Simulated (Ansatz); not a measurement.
Reaction (formal hydrolysis of a C–Si bond): `N=C([SiH3])[SiH3]` + H₂O → `N=C(O)[SiH3]` + SiH₄

Gas-phase electronic energies from Ansatz, PBE0-D4/def2-TZVP geometries. CCSD(T)/CBS adds triple-zeta CCSD(T) − MP2 to the extrapolated MP2 energy (def2 sets, frozen cores). This one scheme is used for every species. DFT in def2-TZVPP. Each species was taken in one conformer, which may not be the lowest.

Problem. Is it downhill or uphill in electronic energy at CCSD(T)/CBS, and by how much? (An estimate is asked.)

Solution. Ansatz gave: Downhill: ΔE = -0.07 eV.

Problem. What do these levels give: LDA (SPW92), r2SCAN0-D4, PBE, revPBE, r2SCAN0, MP2/def2-SVP? (Estimate.)

Solution. Ansatz gave: LDA (SPW92) -0.38, r2SCAN0-D4 -0.25, PBE -0.28, revPBE -0.26, r2SCAN0 -0.27, MP2/def2-SVP -0.38 eV.

Largest T1 diagnostic among the species: 0.014.

In def2-TZVPP, CCSD(T) changes the Hartree–Fock value by +0.19 eV (the triples alone add +0.01 eV) and MP2 by +0.20 eV. At CCSD(T), def2-SVP lies −0.31 eV from the extrapolated value and def2-TZVPP −0.07 eV.
